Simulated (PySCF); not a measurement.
C5H7FO, SMILES O1[C@@](CC1=C)(F)C. Atoms are numbered in the order given.

```xyz
14

C      2.3780     0.2846     0.9880
C      1.1774     0.2173     0.4224
C      0.2701     1.0918    -0.4107
C     -0.6975    -0.1045    -0.2921
C     -2.0161     0.0375     0.4205
F     -0.9000    -0.7379    -1.4898
O      0.2708    -0.8310     0.4754
H      2.7685    -0.5510     1.5714
H      2.9865     1.1811     0.8670
H      0.6016     1.2693    -1.4433
H     -0.0615     2.0319     0.0521
H     -1.8765     0.5423     1.3864
H     -2.4386    -0.9625     0.5984
H     -2.7182     0.6176    -0.1963
```
Charge 0, spin multiplicity 1.

Geometry optimised at B3LYP-D3(BJ)/def2-SVP. The structure was generated by enumeration; whether it is a known compound was not checked.

These are PySCF with PBE/def2-TZVP values and carry that method's errors.

Isolated molecule, no solvent.

**Question.** Estimate the frontier levels, gap, dipole moment and polarisability. (Estimate from the structure and the level; the computed values follow.)

**Answer.** 
* **highest occupied level**: -5.62 eV
* **lowest empty level**: -0.49 eV
* **orbital gap**: 5.13 eV
* **dipole moment**: 2.31 D
* **quadrupole, principal values (traceless, Buckingham form, about the centre of nuclear charge)**: -4.92, 1.05, 3.87 D·Å
* **mean static polarisability**: 64.9 bohr³ (9.62 Å³)
* **polarisability, principal values**: 51.1, 57.0, 86.7 bohr³
